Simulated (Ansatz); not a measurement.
```yaml
crystal:
  periodic: [false, false, false]
  atoms:
    - {symbol: C, position_ang: [-0.449175, 0.858768, -1.079988]}
    - {symbol: Se, position_ang: [1.233447, 0.395746, -0.226751]}
    - {symbol: C, position_ang: [0.505323, -0.810399, 1.091153]}
    - {symbol: F, position_ang: [0.093016, -2.007165, 0.552529]}
    - {symbol: H, position_ang: [-0.213152, 1.549487, -1.888338]}
    - {symbol: H, position_ang: [-1.112425, 1.348040, -0.367920]}
    - {symbol: H, position_ang: [-0.914147, -0.034900, -1.490948]}
    - {symbol: H, position_ang: [-0.353048, -0.343421, 1.577447]}
    - {symbol: H, position_ang: [1.298661, -1.002456, 1.815715]}
basis:
  gaussian: {orbitals: def2-mTZVPP}
hamiltonian: {xc: {name: wB97X-D}}
```

```sh
$ ansatz run in.yaml --threads 4 --pin off --events-out ev --progress --plain --max-ram 10444MiB
```

It prints (some lines left out):

```
Error: YAML parse error: error: line 15 column 19: hamiltonian.xc: no functional is named "wB97X-D"; the names, which are not case-sensitive, are SVWN5, SPW92, PBE, PBE0, PBEsol, revPBE, revPBE0, RPBE, rPW86-PBE, HSE06, wPBEh, LC-wPBE, HISS, HF, BLYP, B3LYP, B3LYP5, BHLYP, CAM-B3LYP, r2SCAN, r2SCANh, r2SCAN0, r2SCAN50, m-r2SCAN, B97, wB97, wB97X, wB97X-V, B97M-V, wB97M-V, B2PLYP, B2GP-PLYP, PBE0-DH, PBE-QIDH
13 | basis:
14 |   gaussian: {orbitals: def2-mTZVPP}
15 | hamiltonian: {xc: {name: wB97X-D}}
```

In this input the method's name isn't one that the program takes here. The input was rejected before any iteration.
